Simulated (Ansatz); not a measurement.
Reaction (ligand exchange at the Al–O bond): `[OH][Al]([F])[SH]` + silanol → `[F][Al]([SH])[O][SiH3]` + H₂O

Computed with Ansatz on PBE0-D4/def2-TZVP structures; ΔE is electronic, products minus reactants. CCSD(T)/CBS is the MP2 limit (def2-TZVPP, def2-QZVPP) plus CCSD(T) − MP2 in def2-TZVPP, frozen cores. This one scheme is used for every species. DFT in def2-TZVPP. Each species was taken in one conformer, which may not be the lowest.

CCSD(T)/CBS gives -28.0 kJ/mol.

(1) Another level gave -25.7 kJ/mol. Which?
A. BHLYP-D4/def2-TZVPP
B. CAM-B3LYP-D4/def2-TZVPP
C. r2SCAN/def2-TZVPP
D. PBE/def2-TZVPP

Largest T1 diagnostic among the species: 0.012.

Results:

(1) B. CAM-B3LYP-D4 -25.7, r2SCAN -21.4, BHLYP-D4 -30.8, PBE -17.1 kJ/mol.

At CCSD(T), def2-SVP lies −3.1 kJ/mol from the extrapolated value and def2-TZVPP +1.1 kJ/mol. In def2-TZVPP, CCSD(T) changes the Hartree–Fock value by +3.2 kJ/mol (the triples alone add +0.8 kJ/mol) and MP2 by +3.9 kJ/mol.
